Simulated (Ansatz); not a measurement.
Coupled-cluster run, FH7N2SSi2 (`N[SiH2]S[SiH](N)F`).

```yaml
crystal:
  periodic: [false, false, false]
  atoms:
    - {symbol: N, position_ang: [-0.774371, -0.526033, 1.767941]}
    - {symbol: Si, position_ang: [-0.269014, 1.047307, 1.342895]}
    - {symbol: S, position_ang: [-0.694183, 1.703986, -0.681919]}
    - {symbol: Si, position_ang: [-0.118861, -0.052461, -1.690134]}
    - {symbol: N, position_ang: [1.288323, -0.691715, -0.962572]}
    - {symbol: F, position_ang: [-1.196470, -1.229677, -1.578627]}
    - {symbol: H, position_ang: [-0.287023, -1.297280, 1.336052]}
    - {symbol: H, position_ang: [-1.761603, -0.721996, 1.830668]}
    - {symbol: H, position_ang: [1.193038, 1.143145, 1.558441]}
    - {symbol: H, position_ang: [-0.997426, 2.035347, 2.172558]}
    - {symbol: H, position_ang: [-0.056357, 0.268427, -3.133673]}
    - {symbol: H, position_ang: [1.623649, -1.603302, -1.234426]}
    - {symbol: H, position_ang: [2.050287, -0.075737, -0.727205]}
basis:
  gaussian: {orbitals: def2-TZVPP}
correlation: {method: ccsd_t}
```

```sh
$ ansatz run in.yaml --threads 2 --pin off --events-out ev --progress --plain --max-ram 31744MiB --backend cuda --devices 0, --max-vram 18GiB
```

Log, shortened:

```
Functional definition: HF
1854 factors; integrals over basis functions are off by at most 1.2e-3 eV
mean field evaluation 1: about -32325.1929 eV, gradient 5.2e1 eV
mean field evaluation 2: about -32325.5492 eV, gradient 5.2e1 eV
mean field evaluation 4: about -32331.0182 eV, gradient 4.0e0 eV
mean field evaluation 8: about -32331.0959 eV, gradient 2.9e-1 eV
mean field evaluation 16: about -32331.0963 eV, gradient 2.7e-6 eV
mean field -32331.09633540 eV, -1188.1458755218 hartree, gradient 2.7e-6 eV, S^2 0.000000; 0 other end points of the search recorded, 0 dependent functions left out
18 core orbitals not correlated: weight in the atoms' cores, before any rotation towards them, 1.000 or more for the frozen orbitals, at most 0.000 for the correlated occupied ones
reference -32331.09633540 eV, -1188.1458755218 hartree; 19, 19 occupied and 280, 280 virtual orbitals, 1854 factors
second order -29.88744556 eV of doubles, -0.00000000 eV of singles
cycle   1  -30.47481783 eV  change   -5.9e-1 eV  update   1.1e-1
cycle   2  -31.15029715 eV  change   -6.8e-1 eV  update   3.2e-2
cycle   3  -31.29349272 eV  change   -1.4e-1 eV  update   1.6e-2
cycle   4  -31.27950152 eV  change    1.4e-2 eV  update   3.7e-3
cycle   5  -31.27711833 eV  change    2.4e-3 eV  update   1.6e-3
cycle   6  -31.27778983 eV  change   -6.7e-4 eV  update   5.1e-4
cycle   7  -31.27747515 eV  change    3.1e-4 eV  update   1.8e-4
cycle   8  -31.27740052 eV  change    7.5e-5 eV  update   5.9e-5
cycle   9  -31.27742569 eV  change   -2.5e-5 eV  update   2.3e-5
perturbative correction -1.19600423 eV, -0.0439523447 hartree
Total energy: -32363.56976532 eV, -1189.3392520601 hartree
```

Hardware: 2 threads of an AMD EPYC 7R13 on a shared host and a share of an NVIDIA H100 80 GB. Wall time 4 s, peak host memory 0.85 GiB.

Correlation energy per correlated electron: -0.855 eV. T1 diagnostic: 0.0113.
